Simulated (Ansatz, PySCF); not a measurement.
Gas-phase reaction (SMILES): Cl[Si](Cl)(Cl)[Si](Cl)(Cl)Cl + 7 [H][H] (H2) → 6 Cl (HCl) + 2 [SiH4] (SiH4); energy of full hydrogenation.

Structures are relaxed separately at B3LYP-D3(BJ)/def2-TZVP in Ansatz (a first-principles code), one conformer each, not searched for the lowest. Correlated levels leave the core frozen unless marked. Spin-orbit coupling is left out. Non-relativistic. CBS marks a two-point X^-3 extrapolation of the correlation energy; Hartree-Fock from the larger set. Thermal terms are rigid-rotor harmonic-oscillator values from B3LYP-D3(BJ) frequencies (Ansatz or PySCF) at 298.15 K and 1 atm. 1 Eh = 627.5095 kcal/mol.

```csv
species,"E, CCSD(T)/CBS(cc-pV(T+d)Z,cc-pV(Q+d)Z) (Ansatz) (Eh)","E, wB97X-V/def2-TZVPD (Ansatz) (Eh)",H - E (Eh)
Cl[Si](Cl)(Cl)[Si](Cl)(Cl)Cl,-3337.13404,-3340.12681,0.02467
[H][H] (H2),-1.17450,-1.17238,0.01336
Cl (HCl),-460.37849,-460.74931,0.01000
[SiH4] (SiH4),-291.45815,-291.83995,0.03520
```

Question: Work out ΔE and ΔH at 298.15 K at the first level, then ΔH at the second.

Answer: 
1. ΔE = [6×(-460.37849) + 2×(-291.45815)] - [(-3337.13404) + 7×(-1.17450)] = 0.16830 Eh = 105.6 kcal/mol at CCSD(T)/CBS(cc-pV(T+d)Z,cc-pV(Q+d)Z).
2. The terms H - E add up to 0.01221 Eh, so ΔH = (0.16830 + (0.01221))×627.5095 = 113.3 kcal/mol.
3. At wB97X-V/def2-TZVPD the same steps give ΔE = 99.0 and ΔH = 106.6 kcal/mol, a shift of -6.7 from the first level.
4. These values are not checked against measurement here, since the tables used lack a sound gas-phase enthalpy of formation for at least one species.
